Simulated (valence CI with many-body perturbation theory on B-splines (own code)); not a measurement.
Results of a calculation; reference values are marked as such.
Pt65+: magnetic and hyperfine properties of the levels

Method: valence CI with perturbative core correlation (CI+MBPT): three valence electrons over a frozen Dirac-Fock core [Ne], radial functions for each j: 11 s, 11 p, 9 d, 7 f, 5 g, 2 h, 1 i, with the one-electron correlation potential Σ1 (screened to all orders), the two-electron term Σ2, the three-electron term Σ3, Breit, model QED; selected single and double excitations, second order for the rest (own B-spline code, finite nucleus).

No measured spectrum was set against this ion. As an estimate, large intervals hold to a few tenths of a per cent, small ones and those within an open d or f shell to about a per cent.

A/g_I is the dipole constant over the nuclear g factor μ/I (μ in nuclear magnetons, uniformly magnetised nucleus), B/Q the quadrupole constant per barn. Both hold the static response of the core; the bare values leave it out. Large factors of s and p1/2 electrons are usually good to 5 to 10 %; those of open d and f shells near neutrality can be off by tens of per cent, and small factors of p3/2, d and f electrons come from cancelling terms and can be off by a factor of two or in sign, in half-filled shells by more. B is blank for J = 1/2, where it vanishes, and for nearly pure S terms. Energies count from the lowest level.

Levels are named by their leading jj configuration (3d3/2^4 stands for four electrons in 3d with j = 3/2), which in mixed levels can hold well under half, so a name can repeat and another be missing. Letters in brackets count levels of one name in rising energy.

| Level | E (Ry) | g | A/g_I (MHz) | A/g_I bare | B/Q (MHz/b) | B/Q bare |
| --- | --- | --- | --- | --- | --- | --- |
| (3s^2 3p1/2) J=1/2 | 0.00 | 0.644 | 2520000 | 2470000 |  |  |
| (3s 3p1/2^2) J=1/2 | 13.43 | 2.084 | 7440000 | 7300000 |  |  |
| (3s^2 3p3/2) J=3/2 | 34.39 | 1.319 | 267000 | 266000 | 534000 | 528000 |
| (3s 3p1/2 3p3/2) J=3/2 [a] | 45.40 | 1.620 | 1650000 | 1620000 | 434000 | 429000 |
| (3s 3p1/2 3p3/2) J=5/2 | 46.84 | 1.330 | 2130000 | 2090000 | 449000 | 443000 |
| (3s 3p1/2 3p3/2) J=3/2 [b] | 48.45 | 0.969 | 216000 | 217000 | 246000 | 244000 |
| (3s 3p1/2 3p3/2) J=1/2 | 49.27 | 1.271 | -2830000 | -2760000 |  |  |
| (3s^2 3d3/2) J=3/2 | 52.82 | 0.828 | 52500 | 57700 | 127000 | 129000 |
| (3s^2 3d5/2) J=5/2 | 59.79 | 1.191 | 89600 | 92400 | 106000 | 109000 |
| (3s 3p1/2 3d3/2) J=3/2 [a] | 61.50 | 0.960 | -62500 | -55300 | 297000 | 295000 |
| (3s 3p1/2 3d3/2) J=3/2 [b] | 62.51 | 0.822 | -122000 | -115000 | 258000 | 257000 |
| (3s 3p1/2 3d3/2) J=5/2 | 63.39 | 1.015 | 2060000 | 2020000 | 49300 | 52200 |
| (3s 3p1/2 3d3/2) J=1/2 | 65.49 | 0.403 | -3080000 | -3010000 |  |  |
| (3s 3p1/2 3d3/2) J=3/2 [c] | 66.10 | 1.274 | 1850000 | 1820000 | 103000 | 103000 |
| (3s 3p1/2 3d5/2) J=5/2 [a] | 71.09 | 1.348 | 702000 | 694000 | 103000 | 106000 |
| (3s 3p1/2 3d5/2) J=7/2 | 72.25 | 1.233 | 1460000 | 1440000 | 39300 | 42700 |
| (3s 3p1/2 3d5/2) J=5/2 [b] | 73.04 | 1.033 | -7690 | -2150 | 114000 | 115000 |
| (3s 3p1/2 3d5/2) J=3/2 | 73.39 | 1.109 | -1760000 | -1720000 | 58900 | 60500 |
| (3p1/2^2 3d3/2) J=3/2 | 78.34 | 0.775 | 146000 | 146000 | 91400 | 94000 |
| (3s 3p3/2^2) J=5/2 | 80.70 | 1.432 | 1710000 | 1680000 | 95600 | 94300 |
| (3s 3p3/2^2) J=1/2 | 83.66 | 1.931 | 7520000 | 7370000 |  |  |
| (3s 3p3/2^2) J=3/2 | 84.20 | 1.188 | -1180000 | -1150000 | -70800 | -70000 |
| (3p1/2^2 3d5/2) J=5/2 | 87.25 | 1.189 | 48500 | 55000 | 83800 | 86500 |
| (3p1/2 3p3/2^2) J=5/2 | 95.39 | 1.176 | 1010000 | 992000 | 38000 | 37800 |
| (3p1/2 3p3/2^2) J=3/2 | 95.82 | 1.423 | -6260 | 3890 | 8270 | 8090 |
| (3p1/2 3p3/2^2) J=1/2 | 97.16 | 0.812 | 3430000 | 3360000 |  |  |
| (3s 3p3/2 3d3/2) J=3/2 [a] | 97.80 | 1.275 | 751000 | 742000 | 3330 | 1270 |
| (3s 3p3/2 3d3/2) J=1/2 [a] | 97.95 | 2.042 | 2460000 | 2420000 |  |  |
| (3s 3p3/2 3d3/2) J=5/2 [a] | 98.21 | 1.204 | 693000 | 686000 | 233000 | 230000 |
| (3s 3p3/2 3d3/2) J=7/2 | 98.36 | 1.218 | 1230000 | 1210000 | 583000 | 579000 |
| (3s 3p3/2 3d3/2) J=3/2 [b] | 100.61 | 0.985 | 371000 | 369000 | -277000 | -273000 |
| (3s 3p3/2 3d3/2) J=5/2 [b] | 101.56 | 0.965 | -236000 | -225000 | 309000 | 309000 |
| (3s 3p3/2 3d3/2) J=1/2 [b] | 102.03 | 0.610 | 1620000 | 1590000 |  |  |
| (3s 3p3/2 3d5/2) J=9/2 | 103.89 | 1.319 | 951000 | 938000 | 651000 | 647000 |
| (3s 3p3/2 3d5/2) J=5/2 [a] | 105.66 | 1.340 | 1440000 | 1420000 | -287000 | -283000 |
| (3s 3p3/2 3d5/2) J=7/2 [a] | 106.31 | 1.247 | 593000 | 587000 | 332000 | 331000 |
| (3s 3p3/2 3d5/2) J=3/2 [a] | 106.60 | 1.141 | -682000 | -661000 | -296000 | -293000 |
| (3s 3p3/2 3d5/2) J=7/2 [b] | 107.86 | 1.194 | -86200 | -78400 | 317000 | 317000 |
| (3s 3p3/2 3d5/2) J=1/2 | 108.55 | 0.720 | -2340000 | -2290000 |  |  |
| (3s 3p3/2 3d5/2) J=3/2 [b] | 109.42 | 1.298 | 1750000 | 1720000 | 165000 | 165000 |

Q: Take the isotope of mass number 195, with I = 1/2, μ = 0.6073 μN. What is the hyperfine structure of (3s 3p1/2 3p3/2) J=5/2?

A: From the table A = 2590000 MHz. Shifts from the centre of gravity in MHz: F = 2: -4530000, F = 3: 3240000.
